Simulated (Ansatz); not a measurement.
Basis-set extrapolation for CH₆N₂OSi, SMILES `C=N[SiH](N)O` (PBE0-D4/def2-TZVP geometry, frozen core, Ansatz 0.2.0). Multiplicity 1, RHF reference.

```
                      def2-TZVPP   def2-QZVPP
                 HF  -514.258046  -514.278627
    MP2 correlation    -0.931463    -1.000889
CCSD(T) correlation    -1.001263      not run
```

Energies in hartree. Use E(X) = E(∞) + A·exp(−7.88·√X) for Hartree–Fock and E(X) = E(∞) + B·X^(−2.97) for correlation, with X = 3 and 4, and add CCSD(T) minus MP2 of the smaller set to the MP2 limit.

Task: What is the CCSD(T) energy at the basis-set limit?

Result: HF limit: -514.278627 + (-0.020581) × 0.13774 = -514.28146. MP2 limit: -1.000889 + (-0.069426) × 0.74074 = -1.05232. Higher-order term: -1.001263 − (-0.931463) = -0.06980. Total: -515.40358 hartree, 90.5 kcal/mol below CCSD(T)/def2-TZVPP.
